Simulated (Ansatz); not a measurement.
`[NH2][Ga]([Cl])[Br]` + H–F → `[F][Ga]([Cl])[Br]` + NH₃ at 298.15 K and 1 bar (ligand exchange at a Ga–N bond).

Gas-phase electronic energies from Ansatz, PBE0-D4/def2-TZVP geometries. CCSD(T)/CBS is the MP2 limit (def2-TZVPP, def2-QZVPP) plus CCSD(T) − MP2 in def2-TZVPP, frozen cores. This one scheme is used for every species. For Br, Ga outer-core shells are correlated without core-valence functions, which leaves a few kJ/mol of doubt a bond. Scalar relativity is left out up to krypton. One conformer a species, not always the lowest.

```tsv
species	CCSD(T)/CBS energy (Eh)	H − E (kJ/mol)	S (J/(mol·K))
`[NH2][Ga]([Cl])[Br]`	-5013.08446	92.3	366.4
H–F	-100.39570	33.5	173.6
`[F][Ga]([Cl])[Br]`	-5056.97994	28.5	341.2
NH₃	-56.50880	100.5	192.4
```

H − E and S are ideal-gas, rigid-rotor, harmonic terms from PBE0-D4/def2-TZVP, for one conformer and one mirror image of each species. 1 Eh = 2625.50 kJ/mol, R = 8.31446 J/(mol·K).

Q: By hand: ΔE, ΔH, ΔS and ΔG.

A: ΔE = (-5056.97994) + (-56.50880) − (-5013.08446) − (-100.39570) = -0.00858 Eh = -22.5 kJ/mol. Δ(H − E) = 28.5 + 100.5 − 92.3 − 33.5 = 3.2, so ΔH = -19.3 kJ/mol. ΔS = 341.2 + 192.4 − 366.4 − 173.6 = -6.4 J/(mol·K). ΔG = -19.3 − 298.15 × (-6.4)/1000 = -17.4 kJ/mol.

Q: By hand: the equilibrium constant, and the temperature at which ΔG would vanish if ΔH and ΔS stayed fixed.

A: log₁₀ K = −ΔG/(RT ln 10) = 3.0. ΔG = 0 at ΔH/ΔS = 3016 K, far beyond where these terms or the molecules hold.

The number of gas molecules stays the same, so ΔS is small and ΔH decides. A doubt of 5 kJ/mol in ΔE shifts log₁₀ K by 0.9 here. Other conformers and mirror images would add mixing entropy, several J/(mol·K) or more a flexible species. Modes under 60 cm⁻¹, often nearly free rotors, make the harmonic entropy too high. These are equilibria of isolated gas molecules and say nothing of rates. Largest T1 diagnostic: 0.011 (customary marks: 0.02 for closed shells, 0.045 for open ones).
